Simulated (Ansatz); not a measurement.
```xyz
12

N     1.223    1.547   -1.135
B     0.139    0.689   -0.940
C    -0.231    0.165    0.465
N    -1.580   -0.489    0.650
Si   -0.327   -1.662    0.747
H     1.516    1.854   -2.046
H     1.792    1.906   -0.387
H    -0.476    0.322   -1.902
H     0.162    0.685    1.344
H    -2.082   -0.175    1.469
H    -0.271   -2.675   -0.326
H     0.134   -2.167    2.061
```

Charge 0, multiplicity 1.

(1) List the r2SCAN/def2-TZVPP orbital energies in eV (Ansatz). (An estimate is asked.)

Results:

(1) Ansatz gave: Occupied: -1791.09, -385.04, -384.89, -273.15, -179.51, -141.55, -96.42, -96.40, -96.37, -23.11, -22.48, -16.36, -13.61, -13.00, -12.53, -11.98, -10.30, -8.92, -8.53, -7.93, -7.72, -6.77, -5.42. Lowest empty: -0.72, 0.12, 0.77, 1.18, 1.34, 1.99, 2.47, 2.89.
